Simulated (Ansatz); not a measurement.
The same path of Cl3F2Zr (6 atoms, charge 0, multiplicity 2) was run twice with different band settings.

Computed with Ansatz, UKS PBE-D4/def2-SVP.

Relaxed end points:

```xyz
6
Properties=species:S:1:pos:R:3
Zr 0.291 -0.121 0.812
Cl -1.893 0.028 2.181
Cl 1.918 0.981 -0.502
Cl -1.296 1.769 0.231
F -0.045 -1.738 -0.111
F 1.281 -0.479 2.391
```

```xyz
6
Properties=species:S:1:pos:R:3
Zr 0.287 -0.144 0.792
Cl -1.139 1.217 2.442
Cl 1.969 1.281 0.012
Cl -1.952 0.775 -0.061
F 0.113 -1.571 -0.451
F 0.979 -1.118 2.269
```

Common settings: movable images 5; climbing image yes; optimiser quadratic models (default); start path through a guess of the saddle point; force threshold 0.03 eV/Å; iteration limit 60; end points relaxed.

| run | spring |
| --- | --- |
| 1 | 5.0 eV/Å² |
| 2 | 20.0 eV/Å² |

(1) What does each run give, and how far can it be trusted?

## Answers

(1) Run 1: converged after 60 iterations, highest image 0.701 eV above the first end. Beside the main top the profile has a ripple of under 15 meV (maxima at images 2, 4), which may be a very shallow well or noise. A vibrational analysis at the climbing image gives one clearly imaginary mode, 41i cm⁻¹: a first-order saddle point. Another band between the same ends, with other settings, climbed to 0.012 eV only, so this may not be the lowest route.
Run 2: converged after 32 iterations, highest image 0.012 eV above the first end. The order of the point at the top wasn't checked.
